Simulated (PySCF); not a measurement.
C4H7ClSi, SMILES CC([SiH3])=C=CCl. Geometry: PBE-D3(BJ)/def2-SVP. The structure was generated by enumeration, and PubChem lists no compound with its InChIKey, so it may never have been made.

Q: Give the equilibrium geometry at PBE-D3(BJ)/def2-SVP (PySCF confirms it by a frequency run) as Cartesian coordinates in Å. (An estimate is asked for; the answer gives what the named calculation found.)

A: 
```xyz
13

C     -1.2273     1.9457    -0.9265
C     -0.9299     0.6456    -0.2080
Si    -2.2788    -0.6875    -0.1284
C      0.2268     0.3741     0.3712
C      1.3643     0.0668     0.9620
Cl     2.6842    -0.7417     0.1350
H     -1.4941     1.7512    -1.9871
H     -0.3628     2.6366    -0.9030
H     -2.1005     2.4560    -0.4677
H     -2.6765    -1.0844    -1.5265
H     -3.5005    -0.1261     0.5526
H     -1.7766    -1.8839     0.6236
H      1.5794     0.2907     2.0190
```
Charge 0, spin multiplicity 1.
